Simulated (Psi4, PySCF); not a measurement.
Intermolecular potential of H2 ··· H2O (SMILES [H][H] and O). Monomers: optimised at B3LYP-D3(BJ) (def2-TZVP), held rigid. Orientation: lowest of the rigid-body minima from ten starts at GFN2-xTB. Only R, the distance of the centres of mass, is varied, so the lowest point isn't the relaxed dimer.

RMP2/6-31G* = restricted MP2 (frozen core)/6-31G*, spherical d, no counterpoise correction (PySCF 2.14.0); HF/aug-cc-pVTZ, counterpoise-corrected (Psi4); MP2/aug-cc-pVDZ = DF-MP2/aug-cc-pVDZ, frozen core, counterpoise-corrected (Psi4); CCSD(T)/aug-cc-pVDZ = Psi4 1.11 with DF-CCSD(T)/aug-cc-pVDZ, frozen core, counterpoise-corrected.

Interaction energies in kcal/mol:

| R / Å | RMP2/6-31G* | HF/aug-cc-pVTZ | MP2/aug-cc-pVDZ |
|---|---|---|---|
| 2.47 | 0.83 | 2.40 | 1.54 |
| 2.67 | -0.34 | 0.83 | 0.24 |
| 2.84 | -0.74 | 0.18 | -0.25 |
| 3.05 | -0.89 | -0.18 | -0.46 |
| 3.26 | -0.83 | -0.30 | -0.48 |
| 3.42 | -0.74 | -0.31 | -0.45 |
| 3.75 | -0.49 | -0.27 | -0.34 |
| 4.09 | -0.29 | -0.21 | -0.24 |
| 4.51 | -0.15 | -0.15 | -0.16 |
| 5.29 | -0.06 | -0.08 | -0.08 |
| 6.25 | -0.03 | -0.04 | -0.04 |
| 7.58 | -0.01 | -0.02 | -0.02 |

Problem. Estimate the CCSD(T)/aug-cc-pVDZ values at these points.

Solution. 2.47: 1.58; 2.67: 0.24; 2.84: -0.26; 3.05: -0.47; 3.26: -0.49; 3.42: -0.45; 3.75: -0.34; 4.09: -0.24; 4.51: -0.16; 5.29: -0.08; 6.25: -0.04; 7.58: -0.02 (kcal/mol).
